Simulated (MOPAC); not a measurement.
Job for MOPAC: AM1 on H4OSi2 (SMILES O[Si][SiH3]), a point of a torsion scan.

```
AM1 1SCF PRECISE CHARGE=0 THREADS=1
H4OSi2

O      2.21383038 1    -0.07585430 1     0.22857310 1
Si     1.34751160 1    -1.06879552 1    -0.73262181 1
Si    -0.70699451 1    -0.19270227 1    -1.23363342 1
H      1.93519661 1     0.55880885 1     0.88837871 1
H     -1.44684544 1     0.98269368 1    -0.72862759 1
H     -1.67201949 1    -1.29701339 1    -1.07094476 1
H     -0.64190871 1     0.04405470 1    -2.68969607 1
```

The log:

```
*******************************************************************************
 **                                                                           **
 **                              MOPAC v23.2.5                                **
 **                                                                           **
 *******************************************************************************
 ** MOPAC's Digital Object Identifier: https://doi.org/10.5281/zenodo.6511958 **
 **                                                                           **
 ** Please cite the open-source release paper for use of this MOPAC version:  **
 ** J. E. Moussa and J. J. P. Stewart (2026)                                  **
 ** MOPAC: An open-source semiempirical molecular orbital program             **
 ** J. Open Source Softw., 11(119), 8025, https://doi.org/10.21105/joss.08025 **
 *******************************************************************************

                              AM1 CALCULATION RESULTS

 *******************************************************************************
 *  AM1        - The AM1 Hamiltonian to be used
 *
 *
 *
 *                 CHARGE ON SYSTEM = 0
 *
 *
 *
 *  PRECISE    - TIGHTER CRITERIA TO BE USED
 *  1SCF       - DO 1 SCF AND THEN STOP
 *  THREADS=1  - MULTI-THREADING NOT USED
 *  T=         - A TIME OF 172800.0 SECONDS REQUESTED
 *  DUMP=N     - RESTART FILE WRITTEN EVERY 7200.0 SECONDS REQUESTED
 *******************************************************************************
AM1 1SCF PRECISE CHARGE=0 THREADS=1
 H4OSi2

   ATOM   CHEMICAL          X               Y               Z
  NUMBER   SYMBOL      (ANGSTROMS)     (ANGSTROMS)     (ANGSTROMS)

     1       O          2.21383038  *  -0.07585430  *   0.22857310  *
     2      Si          1.34751160  *  -1.06879552  *  -0.73262181  *
     3      Si         -0.70699451  *  -0.19270227  *  -1.23363342  *
     4       H          1.93519661  *   0.55880885  *   0.88837871  *
     5       H         -1.44684544  *   0.98269368  *  -0.72862759  *
     6       H         -1.67201949  *  -1.29701339  *  -1.07094476  *
     7       H         -0.64190871  *   0.04405470  *  -2.68969607  *



          CARTESIAN COORDINATES

    NO.       ATOM           X           Y           Z

     1         O          2.2138     -0.0759      0.2286
     2        Si          1.3475     -1.0688     -0.7326
     3        Si         -0.7070     -0.1927     -1.2336
     4         H          1.9352      0.5588      0.8884
     5         H         -1.4468      0.9827     -0.7286
     6         H         -1.6720     -1.2970     -1.0709
     7         H         -0.6419      0.0441     -2.6897

  H: (AM1): M.J.S. DEWAR ET AL, J. AM. CHEM. SOC. 107 3902-3909 (1985)
  O: (AM1): M.J.S. DEWAR ET AL, J. AM. CHEM. SOC. 107 3902-3909 (1985)
 Si: (AM1): M.J.S.DEWAR, C. JIE, ORGANOMETALLICS, 6, 1486-1490 (1987).

           Empirical Formula: H4 O Si2  =     7 atoms



      MOLECULAR POINT GROUP   :   C1


      RHF CALCULATION, NO. OF DOUBLY OCCUPIED LEVELS = 9


 -------------------------------------------------------------------------------
 AM1 1SCF PRECISE CHARGE=0 THREADS=1
 H4OSi2



     1SCF WAS SPECIFIED, SO BFGS WAS NOT USED
     SCF FIELD WAS ACHIEVED


                              AM1 CALCULATION
                                                       MOPAC v23.2.5 Linux




          FINAL HEAT OF FORMATION =          0.82266 KCAL/MOL =       3.44200 KJ/MOL


          COSMO AREA              =        121.66 SQUARE ANGSTROMS
          COSMO VOLUME            =        114.43 CUBIC ANGSTROMS

          IONIZATION POTENTIAL    =          7.886247 EV
          HOMO LUMO ENERGIES (EV) =         -7.886 -0.885
          NO. OF FILLED LEVELS    =          9
          MOLECULAR WEIGHT        =         76.2020         POINT GROUP:  C1

          MOLECULAR DIMENSIONS (Angstroms)

            Atom       Atom       Distance
            H     6    H     4     4.50500
           Si     2    H     5     3.17540
            H     7    H     4     2.22774


          SCF CALCULATIONS        =          1





   ATOM   CHEMICAL          X               Y               Z
  NUMBER   SYMBOL      (ANGSTROMS)     (ANGSTROMS)     (ANGSTROMS)

     1       O          2.21383038  *  -0.07585430  *   0.22857310  *
     2      Si          1.34751160  *  -1.06879552  *  -0.73262181  *
     3      Si         -0.70699451  *  -0.19270227  *  -1.23363342  *
     4       H          1.93519661  *   0.55880885  *   0.88837871  *
     5       H         -1.44684544  *   0.98269368  *  -0.72862759  *
     6       H         -1.67201949  *  -1.29701339  *  -1.07094476  *
     7       H         -0.64190871  *   0.04405470  *  -2.68969607  *

                             CARTESIAN COORDINATES

   1    O        2.213830380    -0.075854300     0.228573100
   2   Si        1.347511600    -1.068795520    -0.732621810
   3   Si       -0.706994510    -0.192702270    -1.233633420
   4    H        1.935196610     0.558808850     0.888378710
   5    H       -1.446845440     0.982693680    -0.728627590
   6    H       -1.672019490    -1.297013390    -1.070944760
   7    H       -0.641908710     0.044054700    -2.689696070


           Empirical Formula: H4 O Si2  =     7 atoms



      MOLECULAR POINT GROUP   :   C1


                  EIGENVALUES
 -37.06934 -19.54732 -15.60742 -14.73640 -14.21274 -12.09042 -11.93973 -10.48174
  -7.88625  -0.88543  -0.23903   1.23149   1.64509   1.71321   2.86487   5.22657


              NET ATOMIC CHARGES AND DIPOLE CONTRIBUTIONS

  ATOM NO.   TYPE          CHARGE      No. of ELECS.   s-Pop       p-Pop
    1          O          -0.614967        6.6150     1.80746     4.80751
    2         Si           0.794443        3.2056     1.55354     1.65201
    3         Si          -0.217351        4.2174     0.99009     3.22726
    4          H           0.261202        0.7388     0.73880
    5          H          -0.085445        1.0854     1.08544
    6          H          -0.070580        1.0706     1.07058
    7          H          -0.067303        1.0673     1.06730
 DIPOLE           X         Y         Z       TOTAL
 POINT-CHG.     3.137    -2.930     0.463     4.317
 HYBRID        -2.268     3.706     1.578     4.623
 SUM            0.869     0.776     2.041     2.350


          ATOMIC ORBITAL ELECTRON POPULATIONS

     Atom    s        px        py        pz
    1  O   1.80746   1.71897   1.55010   1.53844
    2 Si   1.55354   0.48930   0.73309   0.42962
    3 Si   0.99009   1.24381   0.96082   1.02263
    4  H   0.73880
    5  H   1.08544
    6  H   1.07058
    7  H   1.06730

 **********************
 *                    *
 * JOB ENDED NORMALLY *
 *                    *
 **********************




 == MOPAC DONE ==
```

The run finished.

Cost: very roughly 0.020 core-seconds.
